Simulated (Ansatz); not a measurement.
HgI₂, triplet, at the geometry of the source list (a higher spin typed on purpose: for a closed-shell molecule this is an excited state) (core potentials on Hg, I). Base run: PBE0/def2-SVP (Ansatz, a program for electronic structure).

Here is a job for Ansatz.
Ansatz 0.2 input:
```yaml
crystal:
  periodic: [false, false, false]
  atoms:
    - {symbol: Hg, position_ang: [-0.00000000, 0.00000000, -0.00000000]}
    - {symbol: I, position_ang: [-0.23340000, 2.01440000, -1.61270000]}
    - {symbol: I, position_ang: [0.23340000, -2.01440000, 1.61270000]}
basis:
  gaussian:
    orbitals: def2-SVP
hamiltonian:
  xc: pbe0
magnetization: {spin_polarized: true, initial_magnetization: 2}
```

The base run was repeated with changes; each row names its change, and settings that it needs were set with it.

```
change                                   E (Eh)  <S^2>  core-seconds (rough)
-----------------------------------  ----------  -----  --------------------
base                                 -748.86619  2.006                    10
functional = wB97M-V                 -748.70242  2.009                    40
functional = wB97X-V                 -748.75969  2.009                    30
functional = SVWN5                   -747.83124  2.001                     6
functional = r2scan                  -749.14952  2.004                    30
functional = hse06                   -748.86454  2.006                    20
functional = blyp                    -748.71935  2.001                     8
functional = cam_b3lyp               -748.79210  2.013                    10
functional = b3lyp                   -749.08753  2.005                    10
functional = pbe; dispersion = d3bj  -748.86842  2.001                     7
functional = pbe                     -748.86482  2.001                     6
functional = hf                      -745.77061  2.017                    10
functional = B97M-V                  -748.80630  2.005                    50
```

Absolute energies of different levels of theory aren't comparable as measures of quality.
